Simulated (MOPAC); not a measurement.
A run for MOPAC: PM7 on CH5B (SMILES BC), a point of a torsion scan.

```
PM7 1SCF PRECISE CHARGE=0 THREADS=1
CH5B

B      0.89691992 1     0.06805798 1     0.00234058 1
C     -0.66100003 1    -0.08378512 1    -0.00729445 1
H      1.60229087 1    -0.86460429 1    -0.02487636 1
H      1.36515401 1     1.14015240 1     0.04177173 1
H     -1.08332978 1     0.36218183 1     0.89394830 1
H     -1.02405856 1    -1.10582935 1    -0.07299890 1
H     -1.09580849 1     0.48073056 1    -0.83237457 1
```

The log:

```
*******************************************************************************
 **                                                                           **
 **                              MOPAC v23.2.5                                **
 **                                                                           **
 *******************************************************************************
 ** MOPAC's Digital Object Identifier: https://doi.org/10.5281/zenodo.6511958 **
 **                                                                           **
 ** Please cite the open-source release paper for use of this MOPAC version:  **
 ** J. E. Moussa and J. J. P. Stewart (2026)                                  **
 ** MOPAC: An open-source semiempirical molecular orbital program             **
 ** J. Open Source Softw., 11(119), 8025, https://doi.org/10.21105/joss.08025 **
 *******************************************************************************

                              PM7 CALCULATION RESULTS

 *******************************************************************************
 *  PM7        - The PM7 Hamiltonian to be used
 *
 *
 *
 *                 CHARGE ON SYSTEM = 0
 *
 *
 *
 *  PRECISE    - TIGHTER CRITERIA TO BE USED
 *  1SCF       - DO 1 SCF AND THEN STOP
 *  THREADS=1  - MULTI-THREADING NOT USED
 *  T=         - A TIME OF 172800.0 SECONDS REQUESTED
 *  DUMP=N     - RESTART FILE WRITTEN EVERY 7200.0 SECONDS REQUESTED
 *******************************************************************************
PM7 1SCF PRECISE CHARGE=0 THREADS=1
 CH5B

   ATOM   CHEMICAL          X               Y               Z
  NUMBER   SYMBOL      (ANGSTROMS)     (ANGSTROMS)     (ANGSTROMS)

     1       B          0.89691992  *   0.06805798  *   0.00234058  *
     2       C         -0.66100003  *  -0.08378512  *  -0.00729445  *
     3       H          1.60229087  *  -0.86460429  *  -0.02487636  *
     4       H          1.36515401  *   1.14015240  *   0.04177173  *
     5       H         -1.08332978  *   0.36218183  *   0.89394830  *
     6       H         -1.02405856  *  -1.10582935  *  -0.07299890  *
     7       H         -1.09580849  *   0.48073056  *  -0.83237457  *



          CARTESIAN COORDINATES

    NO.       ATOM           X           Y           Z

     1         B          0.8969      0.0681      0.0023
     2         C         -0.6610     -0.0838     -0.0073
     3         H          1.6023     -0.8646     -0.0249
     4         H          1.3652      1.1402      0.0418
     5         H         -1.0833      0.3622      0.8939
     6         H         -1.0241     -1.1058     -0.0730
     7         H         -1.0958      0.4807     -0.8324

 General Reference for PM7:
 "Optimization of Parameters for Semiempirical Methods VI: More Modifications to the
 NDDO Approximations and Re-optimization of Parameters", J. J. P. Stewart, J. Mol. Mod., 1:32, 19 (2013)
 https://link.springer.com/article/10.1007/s00894-012-1667-x

           Empirical Formula: C H5 B  =     7 atoms



      MOLECULAR POINT GROUP   :   Cs


      RHF CALCULATION, NO. OF DOUBLY OCCUPIED LEVELS = 6


 -------------------------------------------------------------------------------
 PM7 1SCF PRECISE CHARGE=0 THREADS=1
 CH5B



     1SCF WAS SPECIFIED, SO BFGS WAS NOT USED
     SCF FIELD WAS ACHIEVED


                              PM7 CALCULATION
                                                       MOPAC v23.2.5 Linux




          FINAL HEAT OF FORMATION =          5.84829 KCAL/MOL =      24.46923 KJ/MOL


          COSMO AREA              =         76.66 SQUARE ANGSTROMS
          COSMO VOLUME            =         58.56 CUBIC ANGSTROMS

          IONIZATION POTENTIAL    =         11.241559 EV
          HOMO LUMO ENERGIES (EV) =        -11.242 -0.268
          NO. OF FILLED LEVELS    =          6
          MOLECULAR WEIGHT        =         27.8605         POINT GROUP:  Cs

          MOLECULAR DIMENSIONS (Angstroms)

            Atom       Atom       Distance
            H     6    H     4     3.28115
            H     3    H     7     2.93130
            H     3    H     5     1.64209


          SCF CALCULATIONS        =          1





   ATOM   CHEMICAL          X               Y               Z
  NUMBER   SYMBOL      (ANGSTROMS)     (ANGSTROMS)     (ANGSTROMS)

     1       B          0.89691992  *   0.06805798  *   0.00234058  *
     2       C         -0.66100003  *  -0.08378512  *  -0.00729445  *
     3       H          1.60229087  *  -0.86460429  *  -0.02487636  *
     4       H          1.36515401  *   1.14015240  *   0.04177173  *
     5       H         -1.08332978  *   0.36218183  *   0.89394830  *
     6       H         -1.02405856  *  -1.10582935  *  -0.07299890  *
     7       H         -1.09580849  *   0.48073056  *  -0.83237457  *

                             CARTESIAN COORDINATES

   1    B        0.896919920     0.068057980     0.002340580
   2    C       -0.661000030    -0.083785120    -0.007294450
   3    H        1.602290870    -0.864604290    -0.024876360
   4    H        1.365154010     1.140152400     0.041771730
   5    H       -1.083329780     0.362181830     0.893948300
   6    H       -1.024058560    -1.105829350    -0.072998900
   7    H       -1.095808490     0.480730560    -0.832374570


           Empirical Formula: C H5 B  =     7 atoms



      MOLECULAR POINT GROUP   :   Cs


                  EIGENVALUES
 -24.55806 -15.26228 -14.38654 -13.69793 -11.72830 -11.24156  -0.26799   3.19317
   4.09972   5.73554   5.94542   6.45899   7.22550


              NET ATOMIC CHARGES AND DIPOLE CONTRIBUTIONS

  ATOM NO.   TYPE          CHARGE      No. of ELECS.   s-Pop       p-Pop
    1          B           0.042211        2.9578     0.79350     2.16429
    2          C          -0.603469        4.6035     1.05282     3.55064
    3          H           0.040657        0.9593     0.95934
    4          H           0.038279        0.9617     0.96172
    5          H           0.165736        0.8343     0.83426
    6          H           0.151981        0.8480     0.84802
    7          H           0.164605        0.8354     0.83540
 DIPOLE           X         Y         Z       TOTAL
 POINT-CHG.     0.185     0.159     0.025     0.245
 HYBRID        -0.573    -0.003     0.004     0.573
 SUM           -0.388     0.155     0.028     0.419


          ATOMIC ORBITAL ELECTRON POPULATIONS

     Atom    s        px        py        pz
    1  B   0.79350   0.96548   1.13732   0.06149
    2  C   1.05282   1.19665   1.18320   1.17080
    3  H   0.95934
    4  H   0.96172
    5  H   0.83426
    6  H   0.84802
    7  H   0.83540

 **********************
 *                    *
 * JOB ENDED NORMALLY *
 *                    *
 **********************




 == MOPAC DONE ==
```

The run finished.

Cost: about 0.03 core-seconds (a rough figure).
